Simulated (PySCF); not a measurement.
Members of one series of related molecules.

All values: PBE0/def2-SVPD (PySCF) at PBE0-D3(BJ)/def2-SVP geometries, gas phase, one conformer each. Core orbitals are frozen in the response; Δα² is half the sum of the squared differences of the principal polarisabilities. The calculation is non-relativistic, for germanium too.

Task: Rank by HOMO–LUMO gap, highest first.
A. `O=CN[SiH2][NH][GeH3]`
B. `O=C(O)[SiH2][NH][GeH3]`
C. `C=C[SiH2][NH][GeH3]`
D. `CB(C)[SiH2][NH][GeH3]`
E. `O([SiH2][NH][GeH3])[SiH3]`

Result: E (7.52 eV), A (7.12 eV), C (6.89 eV), B (6.51 eV), D (5.59 eV).

Task: Rank by dipole moment, highest first.
A. `[O:1]=[CH:2][NH:3][SiH2:4][NH:5][GeH3:6]` with O1–C2–N3–Si4 2°, C2–N3–Si4–N5 -60°, N3–Si4–N5–Ge6 78°
B. `[CH3:1][C:2](=[O:3])[NH:4][SiH2:5][NH:6][GeH3:7]` with C1–C2–N4–Si5 178°, C2–N4–Si5–N6 62°, N4–Si5–N6–Ge7 -75°
C. `[CH3:1][B:2]([CH3:3])[SiH2:4][NH:5][GeH3:6]` with C1–B2–Si4–N5 144°, B2–Si4–N5–Ge6 -37°
D. `[O:1]=[C:2]([OH:3])[SiH2:4][NH:5][GeH3:6]` with O1–C2–O3–H 0°, O1–C2–Si4–N5 2°, C2–Si4–N5–Ge6 -1°
E. `[SiH3:1][O:2][SiH2:3][NH:4][GeH3:5]` with Si1–O2–Si3–N4 -15°, O2–Si3–N4–Ge5 89°

Result: B (3.55 D), A (3.29 D), E (1.49 D), D (0.98 D), C (0.65 D).

Task: Rank by vertical ionisation energy (ΔSCF), lowest first.
A. `CB(C)[SiH2][NH][GeH3]`
B. `N([SiH2][NH][GeH3])C=O`
C. `[NH]([GeH3])[SiH2]O[SiH3]`
D. `O=C(O)[SiH2][NH][GeH3]`
E. `CC(=O)N[SiH2][NH][GeH3]`

Result: A (8.64 eV), E (8.89 eV), B (9.09 eV), D (9.23 eV), C (9.48 eV).

All values together:

```tsv
SMILES	formula	μ (D)	HOMO (eV)	LUMO (eV)	α (Å³)	Δα (Å³)	electrons	α per electron (Å³)	ΔSCF removal energy (eV)
C=C[SiH2][NH][GeH3]	C2H9GeNSi	0.93	-7.24	-0.34	13.33	3.49	74	0.180	9.04
CC(=O)N[SiH2][NH][GeH3]	C2H10GeN2OSi	3.55	-7.18	-0.05	14.73	3.92	90	0.164	8.89
O=C(O)[SiH2][NH][GeH3]	CH7GeNO2Si	0.98	-7.35	-0.84	12.64	3.92	82	0.154	9.23
O=CN[SiH2][NH][GeH3]	CH8GeN2OSi	3.29	-7.32	-0.21	12.92	3.54	82	0.158	9.09
[SiH3]O[SiH2][NH][GeH3]	GeH9NOSi2	1.49	-7.65	-0.12	13.89	2.65	84	0.165	9.48
CB(C)[SiH2][NH][GeH3]	C2H12BGeNSi	0.65	-6.92	-1.33	15.84	2.96	82	0.193	8.64
```

Conformers: `[CH2:1]=[CH:2][SiH2:3][NH:4][GeH3:5]` with C1–C2–Si3–N4 1°, C2–Si3–N4–Ge5 -91°; `[CH3:1][C:2](=[O:3])[NH:4][SiH2:5][NH:6][GeH3:7]` with C1–C2–N4–Si5 178°, C2–N4–Si5–N6 62°, N4–Si5–N6–Ge7 -75°; `[O:1]=[C:2]([OH:3])[SiH2:4][NH:5][GeH3:6]` with O1–C2–O3–H 0°, O1–C2–Si4–N5 2°, C2–Si4–N5–Ge6 -1°; `[O:1]=[CH:2][NH:3][SiH2:4][NH:5][GeH3:6]` with O1–C2–N3–Si4 2°, C2–N3–Si4–N5 -60°, N3–Si4–N5–Ge6 78°; `[SiH3:1][O:2][SiH2:3][NH:4][GeH3:5]` with Si1–O2–Si3–N4 -15°, O2–Si3–N4–Ge5 89°; `[CH3:1][B:2]([CH3:3])[SiH2:4][NH:5][GeH3:6]` with C1–B2–Si4–N5 144°, B2–Si4–N5–Ge6 -37°.

Task: By how much does the ΔSCF value exceed −ε(HOMO) over the species that have both?

Result: By 1.71 to 1.87 eV, 1.79 eV on average, over 6 species.
